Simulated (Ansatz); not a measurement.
Gas-phase electronic energies from Ansatz, PBE0-D4/def2-TZVP geometries. CCSD(T)/CBS is the MP2 limit (def2-TZVPP, def2-QZVPP) plus CCSD(T) − MP2 in def2-TZVPP, frozen cores. Functionals use def2-TZVPP. B3LYP here is the variant with VWN-RPA as its local correlation; programs differ in this. Elements past krypton have def2 core potentials. For Ge, In outer-core shells are correlated without core-valence functions, which leaves a few kJ/mol of doubt a bond. Scalar relativity is left out up to krypton. One conformer a species, not always the lowest.

Reaction (substitution at a C–Ge bond): `[CH3][GeH2][SiH2]Cl` + `[OH][In]([F])[F]` → `C[O][In]([F])[F]` + `Cl[SiH2][GeH3]`

`[CH3][GeH2][SiH2]Cl`:

Z-matrix (Å, degrees):
```
C
Ge 1 1.956
H 1 1.090 2 110.1
H 1 1.090 2 110.3 3 -120.2
H 1 1.090 2 109.8 3 120.0
Si 2 2.380 1 110.1 3 -177.3
H 2 1.543 1 110.5 3 62.1
H 2 1.540 1 110.3 3 -57.3
Cl 6 2.069 2 108.2 1 52.5
H 6 1.485 2 113.0 1 171.5
H 6 1.486 2 112.0 1 -65.3
```

`[OH][In]([F])[F]`:

Z-matrix (Å, degrees):
```
In
O 1 1.954
F 1 1.935 2 121.1
F 1 1.922 2 123.4 3 -180.0
H 2 0.962 1 111.3 3 -0.0
```

`C[O][In]([F])[F]`:

```xyz
8

C    -0.538    1.141    0.519
O    -0.615    0.279   -0.600
In    0.514   -1.308   -0.748
F     1.794   -1.775    0.628
F     0.451   -2.514   -2.246
H    -1.266    1.942    0.359
H     0.451    1.599    0.631
H    -0.790    0.636    1.458
```

`Cl[SiH2][GeH3]`:

Cartesian coordinates in Å:
```
Cl -1.211 -2.285 -0.451
Si 0.338 -1.096 0.215
Ge -0.216 1.184 -0.163
H 0.535 -1.377 1.659
H 1.562 -1.490 -0.526
H -0.431 1.430 -1.664
H 0.925 2.089 0.333
H -1.502 1.544 0.595
```

Question: Is it downhill or uphill in electronic energy at CCSD(T)/CBS, and by how much? (An estimate is asked.)

Answer: The calculation gave: Uphill: ΔE = +95.6 kJ/mol.

Question: What do these levels give: ωB97M-V, B2PLYP, PBE0, B3LYP, HF/def2-TZVPP, HF/CBS(def2)? (Best estimate.)

Answer: Ansatz gave: ωB97M-V 92.4, B2PLYP 89.4, PBE0 89.9, B3LYP 82.8, HF/def2-TZVPP 78.8, HF/CBS(def2) 77.2 kJ/mol.

Largest T1 diagnostic among the species: 0.018.

From PBE to PBE0 (25 % exact exchange), in def2-TZVPP and without D4, ΔE moves by +3.1 kJ/mol. In def2-TZVPP, CCSD(T) changes the Hartree–Fock value by +15.4 kJ/mol (the triples alone add +1.1 kJ/mol) and MP2 by +24.5 kJ/mol. The D4 term adds +3.1 kJ/mol with B3LYP and +1.9 kJ/mol with PBE0; it sums over pairs of atoms, weighted by their polarisabilities, and B3LYP, whose exchange is more repulsive, gets the larger term.
